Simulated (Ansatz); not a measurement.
Geometry optimisation, RKS PBE0/def2-SVP in Ansatz.

Input:

```yaml
crystal:
  periodic: [false, false, false]
  atoms:
    - { symbol: C, position_ang: [0.4201, -1.8341, 0.3612] }
    - { symbol: C, position_ang: [1.0987, -0.4548, 0.2795] }
    - { symbol: Cl, position_ang: [2.7972, -0.7275, -0.0688] }
    - { symbol: Si, position_ang: [0.4642, 0.6487, -1.075] }
    - { symbol: B, position_ang: [-1.2647, 1.4897, -0.5309] }
    - { symbol: "N", position_ang: [-1.7942, 1.3656, 0.9052] }
    - { symbol: H, position_ang: [-0.679, -1.6325, 0.5679] }
    - { symbol: H, position_ang: [0.841, -2.3929, 1.1565] }
    - { symbol: H, position_ang: [0.4773, -2.3225, -0.5684] }
    - { symbol: H, position_ang: [1.0146, 0.0754, 1.2772] }
    - { symbol: H, position_ang: [1.3485, 1.6946, -1.3798] }
    - { symbol: H, position_ang: [0.1658, -0.1653, -2.2564] }
    - { symbol: H, position_ang: [-1.8803, 2.2291, -1.2889] }
    - { symbol: H, position_ang: [-1.76722, 2.2939, 1.36621] }
    - { symbol: H, position_ang: [-2.82968, 1.08708, 0.82797] }
basis:
  gaussian: { orbitals: def2-SVP }
hamiltonian:
  xc: pbe0
relax:
  f_tol: 0.015
  max_steps: 40
```

Launched with:

```bash
$ ansatz run input.yaml --threads 2 --pin off --max-ram 3072MiB --backend cpu --events-out ev --progress --plain --runs-dir out
```

Problem. Where does it end, and by what steps?

Solution. The run converged. After 16 steps the energy has fallen by 1.922 eV; H14 moved furthest, 1.42 Å.

```json
{"step": "0", "energy less start (eV)": "0.0000", "largest force component (eV/Å)": "2.964", "accepted": "yes"}
{"step": "1", "energy less start (eV)": "-0.5093", "largest force component (eV/Å)": "1.445", "accepted": "yes"}
{"step": "2", "energy less start (eV)": "-0.8152", "largest force component (eV/Å)": "2.018", "accepted": "yes"}
{"step": "3", "energy less start (eV)": "-1.1147", "largest force component (eV/Å)": "2.595", "accepted": "yes"}
{"step": "4", "energy less start (eV)": "-1.3884", "largest force component (eV/Å)": "2.294", "accepted": "yes"}
{"step": "5", "energy less start (eV)": "-1.6345", "largest force component (eV/Å)": "1.694", "accepted": "yes"}
{"step": "6", "energy less start (eV)": "-1.8083", "largest force component (eV/Å)": "1.276", "accepted": "yes"}
{"step": "7", "energy less start (eV)": "-1.8864", "largest force component (eV/Å)": "0.370", "accepted": "yes"}
{"step": "8", "energy less start (eV)": "-1.9010", "largest force component (eV/Å)": "0.329", "accepted": "yes"}
{"step": "9", "energy less start (eV)": "-1.9128", "largest force component (eV/Å)": "0.329", "accepted": "yes"}
{"step": "10", "energy less start (eV)": "-1.9169", "largest force component (eV/Å)": "0.197", "accepted": "yes"}
{"step": "11", "energy less start (eV)": "-1.9189", "largest force component (eV/Å)": "0.112", "accepted": "yes"}
{"step": "12", "energy less start (eV)": "-1.9209", "largest force component (eV/Å)": "0.054", "accepted": "yes"}
{"step": "13", "energy less start (eV)": "-1.9217", "largest force component (eV/Å)": "0.052", "accepted": "yes"}
{"step": "14", "energy less start (eV)": "-1.9220", "largest force component (eV/Å)": "0.062", "accepted": "yes"}
{"step": "15", "energy less start (eV)": "-1.9222", "largest force component (eV/Å)": "0.037", "accepted": "yes"}
{"step": "16", "energy less start (eV)": "-1.9223", "largest force component (eV/Å)": "0.009", "accepted": "yes"}
```

```xyz
15
Properties=species:S:1:pos:R:3
C 0.346 -1.670 0.502
C 1.150 -0.406 0.262
Cl 2.846 -0.843 -0.195
Si 0.430 0.741 -1.093
B -1.396 1.481 -0.620
N -1.962 1.358 0.644
H -0.680 -1.419 0.820
H 0.805 -2.296 1.283
H 0.273 -2.272 -0.417
H 1.252 0.164 1.201
H 1.401 1.862 -1.306
H 0.376 -0.061 -2.358
H -2.043 2.076 -1.457
H -1.516 0.897 1.428
H -2.870 1.743 0.878
```

Time of the run: 110 s on 2 threads of Arm Neoverse V1, on a shared host, peak memory 0.4 GiB.
